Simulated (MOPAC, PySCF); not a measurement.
CHNO, SMILES `N#CO`, neutral singlet in the gas phase. 

Cartesian coordinates (Å):
```xyz
4

N      1.5141    -0.2564     0.3983
C      0.4575     0.0528     0.0542
O     -0.7128     0.4699    -0.3157
H     -1.2589    -0.2663    -0.6297
```
Charge 0, multiplicity 1.

All levels are single points at this geometry (B3LYP-D3(BJ)/def2-TZVP); Pople sets use spherical d functions. Orbital energies aren't observables, and empty levels follow the basis.

B3LYP/6-31G* in PySCF gives dipole (D) = 3.92.

Task: Estimate the dipole (D) from each of these levels: B3LYP-D3(BJ)/def2-TZVP in PySCF; M06-2X/def2-TZVP in PySCF; PBE-D3(BJ)/def2-TZVP in PySCF; B3LYP/3-21G in PySCF; B3LYP/6-311+G** in PySCF; BP86/6-31G* in PySCF; HF/3-21G in PySCF; HF/6-31G* in PySCF; HF/STO-3G in PySCF; PM3 in MOPAC; PM6 in MOPAC; PM7 in MOPAC.

Result: 
```
level                            dipole (D)
-------------------------------  ----------
B3LYP-D3(BJ)/def2-TZVP in PySCF        4.01
M06-2X/def2-TZVP in PySCF              3.97
PBE-D3(BJ)/def2-TZVP in PySCF          3.99
B3LYP/3-21G in PySCF                   3.80
B3LYP/6-311+G** in PySCF               3.98
BP86/6-31G* in PySCF                   3.93
HF/3-21G in PySCF                      3.89
HF/6-31G* in PySCF                     4.07
HF/STO-3G in PySCF                     3.16
PM3 in MOPAC                           3.31
PM6 in MOPAC                           3.44
PM7 in MOPAC                           3.51
```
